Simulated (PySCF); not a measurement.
How methods differ on the excitation energy of Cl

Cl [Ne] 3s2 3p5 (2P) → Cl [Ne] 3s1 3p5 3d1 (high-spin determinant), as a difference of total energies. Computed with PySCF 2.14 in aug-cc-pV(Q+d)Z with one added diffuse shell each of s, p, d, f, g type (8s7p6d4f3g, 114 functions), with the non-relativistic Hamiltonian (point nucleus). Correlated levels: valence: [Ne] frozen. The calculations carry no spin-orbit coupling.

```json
{"method": "UHF", "excitation energy (eV)": "24.388"}
{"method": "LDA", "excitation energy (eV)": "22.927"}
{"method": "PBE", "excitation energy (eV)": "22.731"}
{"method": "PBE0", "excitation energy (eV)": "23.406"}
{"method": "r2SCAN", "excitation energy (eV)": "23.255"}
{"method": "r2SCANh", "excitation energy (eV)": "23.433"}
{"method": "M06-L", "excitation energy (eV)": "23.398"}
{"method": "B3LYP", "excitation energy (eV)": "23.313"}
{"method": "MP2 (valence)", "excitation energy (eV)": "23.893"}
{"method": "SCS-MP2 (valence)", "excitation energy (eV)": "23.835"}
```

How much does correlation contribute at MP2 (valence)?

23.893 − (24.388) = -0.495 eV, measured against UHF.

A first-order spin-orbit estimate (lowest level to lowest level, LS coupling) adds -0.005 eV.

The upper state lies above the first ionisation limit, where it may autoionise and the basis confines it.

The promoted electron is Rydberg-like, and one or two diffuse shells describe it only roughly, which tends to raise the upper state.

The determinant of the upper state mixes LS terms, which raises its energy above the lowest term, most at the Hartree-Fock and MP2 levels.
